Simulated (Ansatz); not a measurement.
`OC[SiH2][SiH3]` and `OC[SiH2][SiH2]O` differ in one atom or group.

Ansatz, PBE0-D4/def2-TZVP geometries, multiplicity 1. Each molecule was computed in one conformer, which needn't be the lowest.

```csv
property,`OC[SiH2][SiH3]`
HOMO–LUMO gap (ωB97M-V/def2-TZVPP) / eV,11.36
size of the dipole moment (B3LYP/def2-TZVPP) / D,1.13
size of the dipole moment (ωB97M-V/def2-TZVPP) / D,1.15
HOMO energy (ωB97M-V/def2-TZVPP) / eV,-9.72
HOMO–LUMO gap (PBE/def2-TZVPP) / eV,5.20
HOMO–LUMO gap (B3LYP/def2-TZVPP) / eV,7.04
```

(1) What does the change do to each property? (Estimate.)

Answers

(1) Computed: 
| property | `OC[SiH2][SiH2]O` | shift |
| --- | --- | --- |
| HOMO–LUMO gap (ωB97M-V/def2-TZVPP) / eV | 11.05 | -0.31 |
| size of the dipole moment (B3LYP/def2-TZVPP) / D | 1.21 | 0.08 |
| size of the dipole moment (ωB97M-V/def2-TZVPP) / D | 1.22 | 0.07 |
| HOMO energy (ωB97M-V/def2-TZVPP) / eV | -9.74 | -0.02 |
| HOMO–LUMO gap (PBE/def2-TZVPP) / eV | 5.20 | 0.00 |
| HOMO–LUMO gap (B3LYP/def2-TZVPP) / eV | 6.88 | -0.16 |

With PBE0 the HOMO falls by 0.17 eV and the LUMO falls by 0.34 eV, so the gap narrows by about 0.17 eV. PBE moves the HOMO by -0.37 eV and ωB97M-V by -0.02 eV. Dipoles are sizes alone; their direction can turn.

B3LYP here is the variant with VWN-RPA as its local correlation; programs differ in this.
